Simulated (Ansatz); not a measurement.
C3H2 (SMILES [CH]C#C): geometry of the low-spin state from B3LYP-D3(BJ)/def2-TZVP.
(charge 0, multiplicity 1):
```xyz
5

C      0.00000     0.00000    -1.26465
C      0.00000     0.00000     0.00000
C      0.00000     0.00000     1.26465
H      0.00000     0.00000    -2.32598
H      0.00000     0.00000     2.32598
```

Codes used: Ansatz (Gaussian basis) for Hartree–Fock, density functionals and correlated methods. Each number belongs to the level named beside it.

Broken-symmetry (BS) and triplet (T) solutions at this geometry:

| level | E(BS) (hartree) | ⟨S²⟩ BS | E(T) (hartree) | ⟨S²⟩ T |
|---|---|---|---|---|
| U-PBE/def2-TZVPP | -115.216463 | 1.011 | -115.228513 | 2.033 |
| U-B3LYP/def2-TZVPP | -115.374999 | 1.023 | -115.387534 | 2.053 |
| U-PBE0/def2-TZVPP | -115.220755 | 1.032 | -115.235636 | 2.074 |
| U-wB97X-V/def2-TZVPP | -115.320833 | 1.040 | -115.335103 | 2.077 |

Question: Give the raw gap E(BS) − E(T) and the gap after approximate spin projection, (E_BS − E_T)⟨S²⟩_T/(⟨S²⟩_T − ⟨S²⟩_BS).

Answer: 
- U-PBE/def2-TZVPP: raw 7.6, projected 15.0 kcal/mol
- U-B3LYP/def2-TZVPP: raw 7.9, projected 15.7 kcal/mol
- U-PBE0/def2-TZVPP: raw 9.3, projected 18.6 kcal/mol
- U-wB97X-V/def2-TZVPP: raw 9.0, projected 17.9 kcal/mol
The rule takes the triplet as the only contaminant. For comparison FIC-MRCISD+Q on SA-CASSCF(6,6)/cc-pVTZ gives 20.2 kcal/mol at this geometry.

Ansatz is an electronic-structure program.
